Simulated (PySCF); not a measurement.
r2SCAN on In⁻ (indium, charge -1), [Kr] 4d10 5s2 5p2, high-spin 3P determinant. Calculation: PySCF 2.14, in aug-cc-pVQZ-PP with one added diffuse shell each of s, p, d, f, g type with ECP28MDF (8s8p6d4f3g, 117 functions); scalar relativity through the core potential.

```
cycle= 3 E= -190.201865530093  delta_E= -0.0102  |g|= 0.0353  |ddm|= 2.38
cycle= 4 E= -190.204288203628  delta_E= -0.00242  |g|= 0.00416  |ddm|= 0.349
cycle= 5 E= -190.17728787521  delta_E= 0.027  |g|= 0.0794  |ddm|=  1.4
cycle= 6 E= -190.204324040887  delta_E= -0.027  |g|= 0.00511  |ddm|= 1.41
cycle= 7 E= -190.204575029041  delta_E= -0.000251  |g|= 0.000709  |ddm|= 0.141
cycle= 8 E= -190.204429986234  delta_E= 0.000145  |g|= 0.00606  |ddm|= 0.155
cycle= 9 E= -190.204456137102  delta_E= -2.62e-05  |g|= 0.00554  |ddm|= 0.0107
cycle= 10 E= -190.204469705788  delta_E= -1.36e-05  |g|= 0.0051  |ddm|= 0.0165
cycle= 11 E= -190.204557122765  delta_E= -8.74e-05  |g|= 0.00268  |ddm|= 0.035
cycle= 12 E= -190.204591416191  delta_E= -3.43e-05  |g|= 0.000106  |ddm|= 0.0339
cycle= 13 E= -190.20459149303  delta_E= -7.68e-08  |g|= 3.54e-05  |ddm|= 0.00363
cycle= 14 E= -190.204591498441  delta_E= -5.41e-09  |g|= 4.69e-06  |ddm|= 0.000395
cycle= 15 E= -190.204591498545  delta_E= -1.05e-10  |g|= 3.56e-06  |ddm|= 0.000231
converged SCF energy = -190.204591498545  <S^2> = 2.0052892  2S+1 = 3.0035241
```

Highest occupied orbital energy: 0.833 eV; ⟨L²⟩ = 2.02; populations by l: s 4.00, p 8.00, d 10.00, f 0.00.

Q: Can this result be used?

A: With care. The calculation finished and met its thresholds. Energies and moments cover only the electrons outside the core potential. At r2SCAN the highest occupied level has a positive energy, so only the finite basis holds that electron; in a semilocal or global hybrid functional this comes from self-interaction and does not mean that the real anion is unbound.
